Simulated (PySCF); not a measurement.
# Working out the electron affinity of Sn

Sn⁻ [Kr] 4d10 5s2 5p3 (4S) → Sn [Kr] 4d10 5s2 5p2 (3P). All numbers are calculated (PySCF 2.14, the spin-free X2C one-electron Hamiltonian (Gaussian nucleus), in aug-cc-pVQZ-DK3 (9s8p6d3f2g, 102 functions)). Frozen: [Kr] 4d10. Energies in hartree (1 hartree = 27.21139 eV):

```tsv
part	Sn⁻ (lower)	Sn (upper)
UHF	-6173.558214	-6173.522987
CCSD correlation	-0.072678	-0.057901
(T)	-0.003568	-0.001822
```

What does Hartree-Fock give?

(-6173.522987) − (-6173.558214) = 0.035227 hartree = 0.959 eV.

What do CCSD and CCSD(T) give?

The CCSD correlation energies differ by 0.014777 hartree = 0.402 eV and the triples by 0.001746 hartree = 0.048 eV, so CCSD gives 1.361 eV and CCSD(T) 1.409 eV.

A first-order spin-orbit estimate adds -0.252 eV to CCSD(T) (valence), giving 1.157 eV against 1.112 eV (measured; photodetachment measurements, as compiled on the Wikipedia data page of electron affinities).

What remains against the reference includes basis incompleteness, the frozen core and higher excitations.
